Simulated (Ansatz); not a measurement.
Cartesian coordinates in Å:
```
N -2.052 -1.179 -0.390
Zn -0.497 -0.285 -0.093
Si 1.568 0.826 0.158
F 1.607 1.598 1.575
H -2.907 -0.689 -0.605
H -2.274 -2.027 0.108
H 2.738 -0.097 0.142
H 1.817 1.852 -0.895
```

Charge 0, multiplicity 1.

(1) List the B3LYP/def2-TZVPP orbital energies in eV (Ansatz). (Best estimate.)

Answers

(1) The calculation gave: Occupied: -9450.02, -1799.72, -1149.27, -1012.66, -1012.64, -1012.58, -671.14, -388.62, -144.14, -131.86, -99.51, -99.43, -99.43, -88.12, -88.06, -87.95, -32.04, -22.15, -15.15, -14.25, -14.22, -14.04, -14.04, -14.01, -12.34, -12.12, -12.01, -11.78, -10.09, -9.20, -7.65, -6.62. Lowest empty: -1.26, -1.14, -0.48, 1.12, 1.48, 2.00, 2.20, 3.03.

B3LYP here is the variant with VWN-RPA as its local correlation; programs differ in this.
